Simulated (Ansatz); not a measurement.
Reaction (isomerisation): `F[SiH](S)S` → `F[SiH2]SS`

Program: Ansatz. Geometries: PBE0-D4/def2-TZVP. ΔE: electronic, gas phase. CCSD(T)/CBS adds triple-zeta CCSD(T) − MP2 to the extrapolated MP2 energy (def2 sets, frozen cores). Functionals use def2-TZVPP. Each species was taken in one conformer, which may not be the lowest.

```
     species  PBE0 energy (Eh)
`F[SiH](S)S`       -1187.23941
 `F[SiH2]SS`       -1187.19907
```

(1) Work out ΔE.

Largest T1 diagnostic among the species: 0.012.

## Answers

(1) ΔE = (-1187.19907) − (-1187.23941) = 0.04034 Eh = +25.3 kcal/mol. CCSD(T)/CBS gives +25.8 kcal/mol.

Leaving LDA and LC-ωPBE aside and taking each functional with its dispersion term where it has one, the values, not all of them listed here, spread over 3.4 kcal/mol, from BLYP-D4 to B97M-V. LDA lies +0.7 kcal/mol from PBE without D4. At CCSD(T), def2-SVP lies +3.2 kcal/mol from the extrapolated value and def2-TZVPP +0.6 kcal/mol.
